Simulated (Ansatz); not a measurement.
Reaction (cleavage of the Si–Si bond): `N=C[SiH2][SiH2]N` + silanol → `N[SiH2]O[SiH3]` + `N=C[SiH3]`

Program: Ansatz. Geometries: PBE0-D4/def2-TZVP. ΔE: electronic, gas phase. CBS: MP2 limit from def2 TZ/QZ plus the TZ coupled-cluster correction, frozen cores. Functionals use def2-TZVPP. B3LYP here is the variant with VWN-RPA as its local correlation; programs differ in this. Each species was taken in one conformer, which may not be the lowest.

| level | ΔE (kcal/mol) | difference from CCSD(T)/CBS |
| --- | --- | --- |
| PBE-D4 | -22.3 | 6.4 |
| r2SCAN-D4 | -27.5 | 1.2 |
| PBE0-D4 | -24.4 | 4.3 |
| ωB97X-V | -28.1 | 0.6 |
| ωB97M-V | -29.3 | -0.6 |
| B2PLYP | -30.3 | -1.6 |
| r2SCAN | -27.7 | 1.0 |
| PBE0 | -25.3 | 3.4 |
| B3LYP | -29.9 | -1.2 |
| HF/def2-TZVPP | -36.6 | -7.9 |
| MP2/def2-TZVPP | -30.1 | -1.4 |
| CCSD/def2-TZVPP | -30.0 | -1.3 |
| CCSD(T)/def2-TZVPP | -28.8 | -0.1 |
| MP2/def2-QZVPP | -30.3 | -1.6 |
| HF/CBS(def2) | -37.4 | -8.7 |
| CCSD/CBS(def2) | -29.9 | -1.2 |
| CCSD(T)/CBS | -28.7 | 0 |

Largest T1 diagnostic among the species: 0.013.

In def2-TZVPP, CCSD(T) changes the Hartree–Fock value by +7.8 kcal/mol (the triples alone add +1.2 kcal/mol) and MP2 by +6.5 kcal/mol. From PBE to PBE0 (25 % exact exchange), in def2-TZVPP and without D4, ΔE moves by −2.0 kcal/mol. The D4 term adds +1.5 kcal/mol with B3LYP and +0.8 kcal/mol with PBE0; it sums over pairs of atoms, weighted by their polarisabilities, and B3LYP, whose exchange is more repulsive, gets the larger term.
